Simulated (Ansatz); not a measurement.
The inner images of a band of Cl3FHOTa + H2 (9 atoms, charge 0, multiplicity 1) are given out of order.

All numbers below come from Ansatz, RKS PBE0-D4/def2-SVP.

Initial state:

```xyz
9
Properties=species:S:1:pos:R:3
Ta -0.125 0.321 -0.046
O 1.745 0.297 -0.173
H 2.340 0.099 0.563
F 0.114 -0.083 1.789
Cl -0.270 0.773 -2.321
Cl -1.159 2.284 0.533
Cl -1.355 -1.610 -0.255
H 1.503 -3.015 -0.703
H 2.148 -2.643 -0.860
```

Final state:

```xyz
9
Properties=species:S:1:pos:R:3
Ta -0.238 -0.494 -0.201
O 2.027 -0.167 -0.192
H 2.350 0.598 0.308
F 0.099 -1.239 1.499
Cl -0.233 -0.042 -2.478
Cl 0.084 1.727 0.514
Cl -2.426 -1.140 -0.146
H 0.663 -1.900 -0.725
H 2.616 -0.919 -0.054
```

Question: Put them in order from the first end to the last, with their energies above the first end.
A.
```xyz
9
Properties=species:S:1:pos:R:3
Ta 0.053 -0.052 -0.133
O 1.918 0.366 -0.144
H 2.513 0.151 0.587
F 0.430 -0.729 1.596
Cl 0.034 0.043 -2.450
Cl -0.908 1.924 0.405
Cl -1.729 -1.577 -0.149
H 1.021 -2.102 -0.592
H 1.609 -1.600 -0.593
```
B.
```xyz
9
Properties=species:S:1:pos:R:3
Ta 0.012 0.110 -0.079
O 1.855 0.511 -0.067
H 2.543 0.252 0.557
F 0.370 -0.667 1.608
Cl 0.050 0.234 -2.395
Cl -1.036 2.031 0.496
Cl -1.648 -1.525 -0.220
H 1.105 -2.469 -0.555
H 1.689 -2.054 -0.819
```
C.
```xyz
9
Properties=species:S:1:pos:R:3
Ta -0.050 -0.254 -0.170
O 2.043 0.026 -0.268
H 2.454 0.045 0.610
F 0.425 -0.706 1.602
Cl 0.026 0.015 -2.461
Cl -0.745 1.879 0.367
Cl -1.918 -1.572 -0.135
H 0.970 -1.863 -0.552
H 1.736 -1.147 -0.468
```
D.
```xyz
9
Properties=species:S:1:pos:R:3
Ta -0.227 -0.426 -0.186
O 2.044 -0.015 -0.230
H 2.409 0.169 0.648
F 0.282 -0.909 1.570
Cl -0.113 -0.056 -2.470
Cl -0.251 1.848 0.375
Cl -2.264 -1.420 -0.114
H 0.733 -1.855 -0.607
H 2.329 -0.913 -0.460
```
E.
```xyz
9
Properties=species:S:1:pos:R:3
Ta -0.055 0.213 -0.064
O 1.819 0.383 -0.145
H 2.418 0.168 0.582
F 0.245 -0.348 1.721
Cl -0.117 0.508 -2.367
Cl -1.096 2.151 0.512
Cl -1.463 -1.616 -0.242
H 1.289 -2.720 -0.634
H 1.900 -2.315 -0.837
```

Answer: E (+3.0 kJ/mol), B (+6.2 kJ/mol), A (+20.9 kJ/mol), C (+116.8 kJ/mol), D (+49.7 kJ/mol).

Run time: 5.3 min on 4 threads of Arm Neoverse V1 (shared host), peak memory 0.34 GiB.
